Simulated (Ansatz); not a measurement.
Cartesian coordinates in Å:
```
O 1.632 -2.026 1.148
C 1.186 -1.053 0.723
N 0.609 -0.088 0.251
Sn -1.728 -0.009 -0.650
H 1.045 0.820 0.177
H -1.805 1.476 0.324
H -0.939 0.880 -1.972
```

Charge 0, multiplicity 1. Sn takes the def2 core potential. The bonds changed during the relaxation, so this is another structure than the one it started from.

Q: List the CAM-B3LYP/def2-TZVPP orbital energies in eV (the Gaussian-basis code of Ansatz). (Estimate.)

A: Computed: Occupied: -525.40, -393.59, -284.23, -139.94, -95.02, -94.73, -94.64, -34.18, -29.49, -29.02, -28.98, -28.89, -28.76, -28.64, -19.70, -17.26, -16.44, -16.18, -14.50, -12.10, -11.51, -9.00, -7.30. Lowest empty: -0.87, 0.23, 1.56, 1.61, 1.75, 2.42, 3.12, 3.88.
